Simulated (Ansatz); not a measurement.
`FC[BH][SnH3]` + `B/N=C\OCC` → `CC[O][SnH3]` + `BN=CBCF`  (redistribution)

Isolated molecules relaxed with PBE0-D4/def2-TZVP in Ansatz; ΔE leaves out vibrations. CCSD(T)/CBS adds triple-zeta CCSD(T) − MP2 to the extrapolated MP2 energy (def2 sets, frozen cores). DFT in def2-TZVPP. B3LYP here is the variant with VWN-RPA as its local correlation; programs differ in this. Elements past krypton have def2 core potentials. For Sn outer-core shells are correlated without core-valence functions, which leaves a few kJ/mol of doubt a bond. Each species was taken in one conformer, which may not be the lowest.

```csv
level,ΔE (kJ/mol),difference from CCSD(T)/CBS
PBE0-D4,-30.9,16.1
B3LYP-D4,-43.4,3.6
PBE,-35.1,11.9
B3LYP,-42.2,4.8
MP2/def2-TZVPP,-40.5,6.5
SCS-MP2/def2-TZVPP,-44.2,2.8
HF/def2-QZVPP,-40.0,7.0
MP2/def2-QZVPP,-45.1,1.9
SCS-MP2/def2-QZVPP,-48.5,-1.5
CCSD/CBS(def2),-46.0,1.0
CCSD(T)/CBS,-47.0,0
```

Largest T1 diagnostic among the species: 0.015.

From PBE to PBE0 (25 % exact exchange), in def2-TZVPP and without D4, ΔE moves by +4.9 kJ/mol.
